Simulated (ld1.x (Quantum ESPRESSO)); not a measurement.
**u(r) = r·R(r): atom against pseudo-atom (antimony)**

Columns: radius, all-electron u(r) and pseudo u(r) of the 5p shell (level -5.00 eV) of antimony in the configuration [Kr] 4d10 5s2 5p3; LDA (PZ), scalar-relativistic, PAW scheme, ld1.x (Quantum ESPRESSO) 7.5.

```tsv
r (bohr)	all-electron	pseudo
0.123	0.0065	-0.0063
0.245	-0.1831	-0.0247
0.368	-0.0277	-0.0545
0.490	0.1779	-0.0939
0.613	0.2813	-0.1416
0.735	0.2717	-0.1946
0.858	0.1866	-0.2514
0.980	0.0657	-0.3090
1.103	-0.0660	-0.3659
1.225	-0.1907	-0.4195
1.348	-0.3026	-0.4690
1.470	-0.3964	-0.5126
1.593	-0.4734	-0.5504
1.715	-0.5332	-0.5813
1.838	-0.5784	-0.6060
1.960	-0.6102	-0.6242
2.083	-0.6309	-0.6368
2.205	-0.6421	-0.6438
2.328	-0.6455	-0.6457
2.450	-0.6424	-0.6424
2.573	-0.6340	-0.6340
2.695	-0.6216	-0.6216
2.818	-0.6059	-0.6059
2.940	-0.5878	-0.5878
3.063	-0.5678	-0.5678
3.185	-0.5466	-0.5466
```

**Question.** How many radial nodes do the two functions have?

**Answer.** The all-electron 5p function has n − l − 1 = 3; the pseudo-wave has 0, since the states of the same l below it are removed with the core.

**Question.** At about which radius was the pseudo-wave matched?

**Answer.** 2.45 bohr. The columns agree to 0.0005 from 2.33 bohr on; several derivatives are matched, so the curves merge somewhat inside the radius.

**Question.** Is the pseudo-wave norm-conserving?

**Answer.** No, it belongs to a PAW set: the norm inside the radius is not constrained, and the difference is carried by the augmentation charge.
